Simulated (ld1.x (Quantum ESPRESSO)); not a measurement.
# W: variants of one TM potential

Base potential:

```json
{
  "Element": "tungsten",
  "Generator": "ld1.x (Quantum ESPRESSO) 7.5",
  "Type": "norm-conserving Troullier–Martins (Kleinman–Bylander form)",
  "Functional": "PBEsol",
  "Relativity": "scalar-relativistic",
  "Frozen core": "[Xe] 4f14",
  "Valence charge": "6",
  "Reference configuration": "5d4 6s0.5 6p0 (charge +1.5)",
  "Partial waves": "6s (bound): rc 1.90 bohr; 5d (bound): rc 2.05 bohr; 6p (bound, empty): rc 3.05 bohr",
  "Local potential": "the p channel",
  "Core correction": "Bessel-smoothed model core, default radius (core density twice the valence density)"
}
```

Cutoffs, loose and tight: the cutoffs (Ry, on a coarse ladder) from which the occupation-weighted sum of valence levels, in a spherical-Bessel basis at the reference potential, stays within 10 and 1 mRy of its value at 400 Ry. They do not see the model core or the augmentation charge, which bear on the density cutoff. Test errors are all-electron minus pseudo excitation energies from the reference, over the configurations 5d4 6s2 6p0; 5d4 6s1 6p0; 5d4 6s0 6p0; 5d4 6s0 6p2; 5d3 6s2 6p0; 5d3 6s0 6p0; 5d4 6s1 6p1. A dash means not determined; rows that change the core or the reference have their own tests.

The default core radius of the base comes out at 1.56 bohr.

```csv
change,outcome,"cutoff, loose","cutoff, tight",bound ghosts,largest test error (meV)
base,generated,30 Ry,50 Ry,none,-262
core correction Bessel-smoothed model core inside 0.76 bohr,generated,30 Ry,50 Ry,none,-262
core correction Bessel-smoothed model core inside 1.02 bohr,generated,30 Ry,50 Ry,none,-262
core correction Bessel-smoothed model core inside 1.26 bohr,generated,30 Ry,50 Ry,none,-262
core correction Bessel-smoothed model core inside 1.50 bohr,generated,30 Ry,50 Ry,none,-262
core correction Bessel-smoothed model core inside 1.84 bohr,generated,30 Ry,50 Ry,none,-261
core correction Bessel-smoothed model core inside 1.96 bohr,generated,30 Ry,50 Ry,none,-260
core correction Bessel-smoothed model core inside 2.20 bohr,generated,30 Ry,50 Ry,none,-256
```

Q: What comes out with this change to the base: core correction none?

A: outcome: generated; cutoff, loose: 30 Ry; cutoff, tight: 50 Ry; bound ghosts: none; largest test error (meV): +134.
